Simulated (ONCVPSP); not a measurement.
**Potentials for Cl (Z = 17) compared**

Generated with ld1.x 7.5 (TM, RRKJ, ultrasoft, PAW), atompaw 4.2 or ONCVPSP 4.0.1. The cutoff is in Ry: for ld1.x and atompaw files where the sum of valence levels is converged to 10 mRy in a Bessel basis, for ONCV files where the hardest occupied wave has 1 mHa per electron of residual kinetic energy. The error is the largest all-electron minus pseudo excitation energy over each file’s own four to seven test configurations (ionisations up to +4, promotions, holes and added fractions of an electron), all of which were solved. The labels leave out finer settings (local radius, basis sizes, second energies), which also bear on the numbers. Spin-polarised tests are not counted. The rows are a selection from randomly drawn settings: files with unsolved tests, undetermined cutoffs or missed reference levels are left out.

A true bound ghost makes a file unfit for plane-wave use even where its test errors are small: the radial tests pick states by their node count and pass the ghost by.

```csv
potential,cutoff (Ry),largest error (meV),bound ghosts
"ONCV, LDA (Perdew-Zunger), scalar-relativistic, rc 0.95/1.05 (sp), local smoothed, core correction yes, reference 3s2 3p5, qcut 7.8/9.4, projectors 1/3",182,+784,"p, s"
"ONCV, BLYP, scalar-relativistic, rc 0.90/0.60/0.85 (spd), local smoothed, core correction yes, reference 2s2 2p6 3s2 3p5, qcut 15.7/29.1/12.7, projectors 2/2/2",546,-607,none
"ONCV, LDA (Perdew-Wang 92), scalar-relativistic, rc 1.30/1.25/1.35 (spd), local smoothed, core correction yes, reference 3s2 3p4, qcut 6/7.2/8, projectors 2/2/2",33,+43,p
"ONCV, PBE, scalar-relativistic, rc 0.90/0.70/0.52 (spd), local smoothed, core correction yes, reference 2s2 2p6 3s1.5 3p5.5, qcut 13.6/20.8/14.1, projectors 2/2/1",360,+16,none
"ONCV, PBE, scalar-relativistic, rc 0.65/0.65/0.60 (spd), local smoothed, core correction yes, reference 2s2 2p6 3s2 3p5, qcut 19.3/26/17.5, projectors 2/2/3",458,+8.7,none
```

**Question.** Fill in the row for Cl: ONCV, LDA (Perdew-Zunger), non-relativistic, rc 1.05/1.30 (sp), local smoothed, core correction yes, reference 3s2 3p3, qcut 6.3/7.5, projectors 1/2.

**Answer.** cutoff 181 Ry, largest error +25 meV, bound ghosts: none.

**Question.** Fill in the row for Cl: ONCV, LDA (Perdew-Wang 92), scalar-relativistic, rc 0.70/0.65 (sp), local smoothed, core correction yes, reference 2s2 2p6 3s2 3p4, qcut 21.3/22, projectors 2/2.

**Answer.** cutoff 387 Ry, largest error +5.5 meV, bound ghosts: none.

**Question.** Fill in the row for Cl: ONCV, LDA (Perdew-Wang 92), scalar-relativistic, rc 1.05/1.00/1.00 (spd), local smoothed, core correction yes, reference 3s2 3p5, qcut 6.7/8/8.6, projectors 1/2/2.

**Answer.** cutoff 247 Ry, largest error +231 meV, bound ghosts: p.
